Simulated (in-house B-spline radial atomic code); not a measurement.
How numerical settings move a run on neutral carbon, [He] 2s2 2p2. Computed with a B-spline radial code for spherical atoms: non-relativistic revTPSS, spin-polarised, spherical fractional occupations, point nucleus.

Command:
```bash
python run_scf.py task.json out
```
Settings of the sound reference run:
```
Z                6
electrons        6
configuration    [He] 2s2 2p2
hamiltonian      nr
method           revtpss,revtpss
spin_polarised   True
knot_spacing     0.22
spline_order     8
gauss_points     12
box_radius       50
max_iterations   70
damping          0.5
damped_steps     3
diis_vectors     10
tolerance        1e-08
start            Thomas-Fermi
```

Cost of the run: 0.22 s on 1 thread of AMD EPYC 7R43 64-Core Processor, with other jobs on the host.

It converges in 9 iterations to -37.845268 hartree, with 2p up at -6.12521 eV. The other runs change the listed settings, some to values that make no sense; their results aren't properties of the atom or ion. Radii are in bohr (the nuclear one in fm), a minus after a letter asks for a j subshell, and «unchanged» means within 1e-8 hartree. The run stops when the residual is below 10 × tolerance × max(1, Z/10), or a noise floor if that is larger, and the energy moves by less than 1e-8 × √|E| hartree; so very loose and very tight tolerances often act alike.

| changed settings | outcome |
| --- | --- |
| box_radius = 3 | converged in 8 iterations, energy +4.28e-01 hartree from the reference, 2p up level +8.6e+00 eV (the program warns: 2p up has a positive eigenvalue: unbound, held by the box; 2s up reaches the box edge) |
| knot_spacing = 0.75 | converged in 9 iterations, energy +9.28e-03 hartree from the reference, 2p up level -4.4e-03 eV |
| knot_spacing = 0.55 | converged in 16 iterations, energy +3.11e-04 hartree from the reference, 2p up level -2.4e-03 eV |
| box_radius = 200 | converged in 9 iterations, energy unchanged |
| box_radius = 5 | converged in 9 iterations, energy +1.81e-02 hartree from the reference, 2p up level +8.1e-01 eV (the program warns: 2p up reaches the box edge; 2s up reaches the box edge) |
| max_iterations = 75, diis_vectors = 2, tolerance = 0.0001, start = bare nucleus | converged in 6 iterations, energy unchanged, 2p up level -9.2e-05 eV |
| max_iterations = 8 | not converged after 8 iterations, last residual 2.0e-07, last energy +2.00e-12 hartree from the reference |
| first_knot = 0.0167, max_iterations = 3, diis_vectors = 1 | not converged after 3 iterations, last residual 5.2e-04, last energy +4.24e-06 hartree from the reference |
| electrons = 7, configuration = [He] 2s2 2p2 3s-1, max_iterations = 60 | stopped with error: j subshells need the Dirac Hamiltonian and l > 0 |
| knot_spacing = 1.4 | converged in 9 iterations, energy +4.02e-01 hartree from the reference, 2p up level -1.1e-01 eV |
| first_knot = 0.0167, max_iterations = 60, diis_vectors = 1, tolerance = 1e-13, start = bare nucleus | converged in 25 iterations, energy +3.01e-06 hartree from the reference, 2p up level -5.6e-05 eV |
| knot_spacing = 0.15 | converged in 9 iterations, energy -1.37e-05 hartree from the reference, 2p up level +4.8e-05 eV |
| box_radius = 10 | converged in 9 iterations, energy +1.75e-05 hartree from the reference, 2p up level +2.6e-03 eV (the program warns: 2p up reaches the box edge; 2s up reaches the box edge) |
| gauss_points = 8, max_iterations = 100, damping = 0.8 | converged in 9 iterations, energy unchanged, 2p up level -4.4e-07 eV |
| knot_spacing = 2 | converged in 10 iterations, energy +1.58e+00 hartree from the reference, 2p up level -5.8e-01 eV |
| box_radius = 7.5 | converged in 9 iterations, energy +5.31e-04 hartree from the reference, 2p up level +4.8e-02 eV (the program warns: 2p up reaches the box edge; 2s up reaches the box edge) |
| knot_spacing = 0.3 | converged in 9 iterations, energy +4.36e-05 hartree from the reference, 2p up level -3.4e-04 eV |
| box_radius = 15 | converged in 9 iterations, energy -2.12e-08 hartree from the reference, 2p up level +6.9e-06 eV |

Problem. What happens with knot_spacing = 0.4?

Solution. Converged in 9 iterations, energy +1.08e-04 hartree from the reference, 2p up level -1.7e-03 eV.

Problem. What happens with max_iterations = 5, damping = 0?

Solution. Not converged after 5 iterations, last residual 1.9e-05, last energy +1.62e-08 hartree from the reference.

Problem. What happens with max_iterations = 2?

Solution. Not converged after 2 iterations, last residual 9.9e-04, last energy +4.12e-06 hartree from the reference.

Problem. What happens with knot_spacing = 1?

Solution. Converged in 8 iterations, energy +3.47e-02 hartree from the reference, 2p up level -3.8e-03 eV.
